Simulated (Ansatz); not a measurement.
CH$_{8}$BNSi, relaxed with RKS PBE0-D4/def2-TZVP in Ansatz from a PBE-D4/def2-SVP geometry. The force threshold is 0.005 eV/Å; the program also tests the step.

The species carries charge 0 and has multiplicity 1. The bonds changed during the relaxation, so this is another structure than the one it started from.

Start:

```xyz
12

B    -0.658   -0.441    0.751
C     0.627    0.378    0.819
N     1.868   -0.083    0.653
Si   -1.134    0.109   -1.182
H    -1.616    0.061    1.334
H    -0.536   -1.664    0.727
H     0.598    1.479    0.943
H     2.684    0.525    0.555
H     2.020   -1.088    0.535
H    -2.457   -0.519   -1.545
H    -0.116   -0.356   -2.202
H    -1.280    1.600   -1.388
```

(1) How much energy does the relaxation release, and in how many steps? (Best estimate.)

(2) Which bonds change most? (Estimate.)

(3) Give the relaxed structure. (An estimate is asked.)

## Answers

(1) The calculation gave: 4.50 kJ/mol, in 9 steps.

(2) The calculation gave: B1–H5 from 1.228 to 1.207 Å; B1–H6 from 1.230 to 1.209 Å; Si4–H10 from 1.509 to 1.489 Å; Si4–H11 from 1.514 to 1.495 Å.

(3) The calculation gave: 
```xyz
12

B    -0.664   -0.447    0.766
C     0.605    0.369    0.814
N     1.834   -0.076    0.622
Si   -1.099    0.112   -1.164
H    -1.606    0.045    1.339
H    -0.540   -1.650    0.735
H     0.568    1.452    0.939
H     2.623    0.536    0.500
H     1.990   -1.065    0.502
H    -2.411   -0.490   -1.530
H    -0.085   -0.372   -2.150
H    -1.216    1.586   -1.372
```
